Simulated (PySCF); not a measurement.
## Exercise with solution: chemical shift, span and skew from a shielding tensor

S-ethyl ethanethioate (C4H8OS), SMILES CCSC(C)=O. Atoms are numbered in the order given.

```xyz
14

C      2.7760    -0.0452    -0.7155
C      1.2725    -0.2078    -0.8960
S      0.3935     0.2377     0.6493
C     -1.2969    -0.0517     0.1107
C     -2.3222     0.2331     1.1879
O     -1.5674    -0.4333    -1.0008
H      3.0437     0.9939    -0.4677
H      3.1600    -0.6955     0.0860
H      3.2958    -0.3151    -1.6483
H      0.8826     0.4357    -1.6975
H      0.9983    -1.2423    -1.1478
H     -2.2571     1.2852     1.5064
H     -3.3246     0.0250     0.7912
H     -2.1312    -0.3945     2.0723
```
Charge 0, spin multiplicity 1.

Geometry: B3LYP-D3(BJ)/def2-SVP. The geometry has at least one imaginary mode, so it is a saddle point at that level. Other conformers were not sampled.

GIAO shieldings from KT2/pcSseg-1 run with PySCF, non-relativistic, no solvent. The symmetric part of the tensor of C5 has the principal values 128.6, 133.2, 193.8 ppm. The same nucleus in TMS has σ = 185.1 ppm at this level (PySCF, at its B3LYP-D3(BJ)/def2-TZVP geometry).

Question: Work out the isotropic shielding, the ¹³C shift against TMS, the span and the skew.

Answer: 
σ(iso) = (σ11 + σ22 + σ33)/3 = 151.9 ppm. δ = σ(ref) − σ(iso) = 185.1 − (151.9) = 33.2 ppm.
Span Ω = σ33 − σ11 = 65.2 ppm. Skew κ = 3(σ(iso) − σ22)/Ω = 0.86. Tumbling in solution averages the tensor to δ; in a static solid the shielding alone would spread this spin-1/2 line over Ω.
